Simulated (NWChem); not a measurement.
All runs are NWChem calculations. System: CSi, charge 0, spin multiplicity 3, at a geometry optimised with UPBE/def2-SVP. The structure started from a generated list of species. Its SCF solution wasn't tested for a lower state. Level: ULC-wPBE (omega 0.3 per bohr)/def2-TZVP.

Input file:

```
start mol
memory heap 200 mb stack 900 mb global 1100 mb
geometry units angstroms nocenter noautoz
  Si     0.000000     0.000000     0.521192
  C      0.000000     0.000000    -1.216116
  symmetry group C2v
end
basis spherical
  * library def2-tzvp
end
dft
  xc xwpbe 1.00 cpbe96 1.0 hfexch 1.00
  cam 0.3 cam_alpha 0.00 cam_beta 1.00
  odft
  mult 3
  direct
  iterations 100
end
task dft energy
```

Part of the output:

```
             Northwest Computational Chemistry Package (NWChem) 7.3.0
             --------------------------------------------------------

                                NWChem Input Module
                                -------------------

 Scaling coordinates for geometry "geometry" by  1.889725989
 (inverse scale =  0.529177249)

 Turning off AUTOSYM since
 SYMMETRY directive was detected!

                             Geometry "geometry" -> ""
                             -------------------------

 Output coordinates in angstroms (scale by  1.889725989 to convert to a.u.)

  No.       Tag          Charge          X              Y              Z
 ---- ---------------- ---------- -------------- -------------- --------------
    1 Si                  14.0000     0.00000000     0.00000000     0.52119200
    2 C                    6.0000     0.00000000     0.00000000    -1.21611600

 Effective nuclear repulsion energy (a.u.)      25.5860727723

            Nuclear Dipole moment (a.u.)
            ----------------------------
        X                 Y               Z
 ---------------- ---------------- ----------------
     0.0000000000     0.0000000000    -0.0000151178

      Symmetry information
      --------------------

 Group name             C2v
 Group number             16
 Group order               4
 No. of unique centers     2

      Symmetry unique atoms

     1    2


 Summary of "ao basis" -> "" (spherical)
 ------------------------------------------------------------------------------
       Tag                 Description            Shells   Functions and Types
 ---------------- ------------------------------  ------  ---------------------
 *                         def2-tzvp                  on all atoms

  pbe96 is a nonlocal functional; adding pw91lda local functional.

                                 NWChem DFT Module
                                 -----------------

 Summary of "ao basis" -> "ao basis" (spherical)
 ------------------------------------------------------------------------------
       Tag                 Description            Shells   Functions and Types
 ---------------- ------------------------------  ------  ---------------------
 Si                        def2-tzvp                13       37   5s5p2d1f
 C                         def2-tzvp                11       31   5s3p2d1f

 Summary of "ao basis" -> "ao basis" (spherical)
 ------------------------------------------------------------------------------
       Tag                 Description            Shells   Functions and Types
 ---------------- ------------------------------  ------  ---------------------
 Si                        def2-tzvp                13       37   5s5p2d1f
 C                         def2-tzvp                11       31   5s3p2d1f

      Symmetry analysis of basis
      --------------------------

        a1         30
        a2          6
        b1         16
        b2         16

  int_init: cando_txs set to always be  F

            General Information
            -------------------
          SCF calculation type: DFT
          Wavefunction type:  spin polarized.
          No. of atoms     :     2
          No. of electrons :    20
           Alpha electrons :    11
            Beta electrons :     9
          Charge           :     0
          Spin multiplicity:     3
          Use of symmetry is: on ; symmetry adaption is: on
          Maximum number of iterations: 100
          This is a Direct SCF calculation.
[...]
    45      0.107552  2 C  pz                17     -0.100139  1 Si pz
    38     -0.084106  2 C  s                 42      0.074871  2 C  s

 Vector    8  Occ=1.000000D+00  E=-4.342350D-01  Symmetry=a1
              MO Center= -4.0D-16,  6.9D-16,  4.1D-01, r^2= 2.4D+00
   Bfn.  Coefficient  Atom+Function         Bfn.  Coefficient  Atom+Function
  ----- ------------  ---------------      ----- ------------  ---------------
     4      0.564488  1 Si s                  5      0.434966  1 Si s
     3     -0.322107  1 Si s                 41     -0.266304  2 C  s
    40     -0.215118  2 C  s                 17      0.212216  1 Si pz
    42     -0.162723  2 C  s                 39      0.128421  2 C  s
     8     -0.081168  1 Si pz                20      0.079247  1 Si pz

 Vector    9  Occ=1.000000D+00  E=-3.212672D-01  Symmetry=b2
              MO Center= -4.6D-17, -1.8D-15, -3.5D-01, r^2= 2.2D+00
   Bfn.  Coefficient  Atom+Function         Bfn.  Coefficient  Atom+Function
  ----- ------------  ---------------      ----- ------------  ---------------
    16      0.387219  1 Si py                44      0.276891  2 C  py
    47      0.237274  2 C  py                19      0.226842  1 Si py
    50      0.152214  2 C  py                 7     -0.132202  1 Si py
    13      0.122989  1 Si py                10     -0.061017  1 Si py
    27     -0.051076  1 Si d -1              22     -0.043293  1 Si d -1

 Vector   10  Occ=0.000000D+00  E=-7.372695D-02  Symmetry=b1
              MO Center= -1.1D-15, -3.1D-16, -1.4D-01, r^2= 2.7D+00
   Bfn.  Coefficient  Atom+Function         Bfn.  Coefficient  Atom+Function
  ----- ------------  ---------------      ----- ------------  ---------------
    15      0.353165  1 Si px                18      0.353935  1 Si px
    43      0.228447  2 C  px                46      0.189655  2 C  px
    49      0.145538  2 C  px                 6     -0.135803  1 Si px
    12      0.136046  1 Si px                 9     -0.064738  1 Si px
    24      0.028343  1 Si d  1

 Vector   11  Occ=0.000000D+00  E=-5.455580D-02  Symmetry=a1
              MO Center=  1.8D-15,  1.9D-16, -8.8D-01, r^2= 2.8D+00
   Bfn.  Coefficient  Atom+Function         Bfn.  Coefficient  Atom+Function
  ----- ------------  ---------------      ----- ------------  ---------------
    42      0.440026  2 C  s                 45     -0.329476  2 C  pz
    17      0.303161  1 Si pz                20      0.262208  1 Si pz
    48     -0.235358  2 C  pz                51     -0.236345  2 C  pz
     5      0.147427  1 Si s                 40      0.138168  2 C  s
    14      0.129222  1 Si pz                 4     -0.121831  1 Si s

 Vector   12  Occ=0.000000D+00  E= 2.992306D-02  Symmetry=b2
              MO Center=  7.1D-17,  1.2D-15,  1.7D-02, r^2= 3.6D+00
   Bfn.  Coefficient  Atom+Function         Bfn.  Coefficient  Atom+Function
  ----- ------------  ---------------      ----- ------------  ---------------
    19      0.613911  1 Si py                50     -0.467345  2 C  py
    16      0.308360  1 Si py                44     -0.309329  2 C  py
    47     -0.234968  2 C  py                13      0.112767  1 Si py
    27      0.110253  1 Si d -1               7     -0.106294  1 Si py
    22      0.074050  1 Si d -1              10     -0.050886  1 Si py

   alpha - beta orbital overlaps
   -----------------------------

   alpha      1      2      3      4      5      6      7      8      9     10
    beta      1      2      3      4      6      5      7      8     10     11
 overlap   1.000  1.000  1.000  1.000  1.000  1.000  0.990  0.890  0.928  0.890

   alpha     11     12     13     14     15     16     17     18     19     20
    beta      9     13     12     14     15     17     16     20     18     19
 overlap   0.970  0.926  0.971  0.989  0.959  0.993  0.998  0.950  1.000  0.931

   alpha     21     22     23     24     25     26     27     28     29     30
    beta     21     23     22     25     24     26     27     28     29     31
 overlap   0.993  0.865  0.973  0.866  0.973  0.997  0.994  0.999  0.997  0.990

   alpha     31     32     33     34     35     36     37     38     39     40
    beta     30     34     32     33     36     35     38     37     39     40
 overlap   0.994  0.958  1.000  0.965  0.990  0.998  0.981  0.992  0.772  0.999

   alpha     41     42     43     44     45     46     47     48     49     50
    beta     41     43     42     47     46     44     45     48     50     49
 overlap   0.774  0.996  0.997  0.977  0.995  0.980  0.996  0.995  0.998  0.999

   alpha     51     52     53     54     55     56     57     58     59     60
    beta     51     52     53     54     55     57     56     59     58     60
 overlap   0.999  1.000  1.000  0.999  0.998  0.999  0.999  0.993  0.999  0.992

   alpha     61     62     63     64     65     66     67     68
    beta     62     61     63     64     65     66     67     68
 overlap   0.999  1.000  0.998  1.000  1.000  1.000  1.000  1.000

     --------------------------
     Expectation value of S2:
     --------------------------
      <S2> =      2.0638 (Exact =     2.0000)

 center of mass
 --------------
 x =   0.00000000 y =   0.00000000 z =  -0.00056913

 moments of inertia (a.u.)
 ------------------
          90.515545505978           0.000000000000           0.000000000000
           0.000000000000          90.515545505978           0.000000000000
           0.000000000000           0.000000000000           0.000000000000

     Multipole analysis of the density
     ---------------------------------

     L   x y z        total         alpha         beta         nuclear
     -   - - -        -----         -----         ----         -------
     0   0 0 0     -0.000000    -11.000000     -9.000000     20.000000

     1   1 0 0     -0.000000     -0.000000     -0.000000      0.000000
     1   0 1 0      0.000000      0.000000     -0.000000      0.000000
     1   0 0 1      0.624297      2.346595     -1.722282     -0.000015

     2   2 0 0    -12.787608     -8.244453     -4.543155      0.000000
     2   1 1 0     -0.000000     -0.000000     -0.000000      0.000000
     2   1 0 1      0.000000      0.000000     -0.000000      0.000000
     2   0 2 0    -15.252130     -8.046433     -7.205697      0.000000
     2   0 1 1     -0.000000     -0.000000      0.000000      0.000000
     2   0 0 2    -14.577652    -37.204407    -22.642214     45.268969

 Task  times  cpu:       10.8s     wall:       10.8s

 Total times  cpu:       10.8s     wall:       10.8s
```
